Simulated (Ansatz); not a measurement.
Ansatz results at the PBE0-D4/def2-TZVP geometry: HOMO–LUMO gap (ωB97M-V/def2-TZVPP) 11.23 eV; LUMO energy (PBE0/def2-TZVPP) -2.32 eV; LUMO energy (PBE/def2-TZVPP) -3.26 eV.

**Question.** Which molecule gave them?
A. `[CH3][GeH]([CH3])[SiH3]`
B. `[OH][GeH]([F])[SiH3]`
C. `C[S][GeH]([CH3])[Cl]`
D. `[F][Ge]([F])([Br])[Br]`

**Answer.** D. The others give `C[S][GeH]([CH3])[Cl]`: 10.92, -0.05, -0.95; `[OH][GeH]([F])[SiH3]`: 12.10, -0.29, -1.12; `[CH3][GeH]([CH3])[SiH3]`: 11.78, 0.49, -0.30.
